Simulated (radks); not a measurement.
Results of a calculation; reference values are marked as such.
Problem. These are the eigenvalues of the occupied orbitals of an atom or ion with whole-number occupations (eV). Level of theory: Dirac Kohn-Sham, BLYP, spin-unpolarised, spherical densities, finite nucleus; Fermi nuclear charge, rms radius of each element as measured or else 0.836 A^(1/3) + 0.57 fm (a radial shooting solver on a logarithmic mesh with Libxc functionals).

| orbital | eigenvalue |
|---|---|
| 1s1/2 | -7794.418 |
| 2s1/2 | -1106.175 |
| 2p1/2 | -987.0592 |
| 2p3/2 | -972.2346 |
| 3s1/2 | -280.8457 |
| 3p1/2 | -244.0058 |
| 3p3/2 | -241.5664 |
| 4s1/2 | -113.1085 |

Which element is it, and in what charge state? The configuration may be excited. Open shells, if any, fill j = l - 1/2 first.

Solution. Z = 27, cobalt, charge +8: Co8+ in [Ar] 4s1. The list shows which subshells hold electrons but not how many an open one holds; the 1s level, -286.44 hartree, gives Z - s = 23.9 by -(Z - s)^2/2, which with screening and relativity narrows Z to a few neighbours, and the depths of the outer levels then fix element, charge and occupations together.
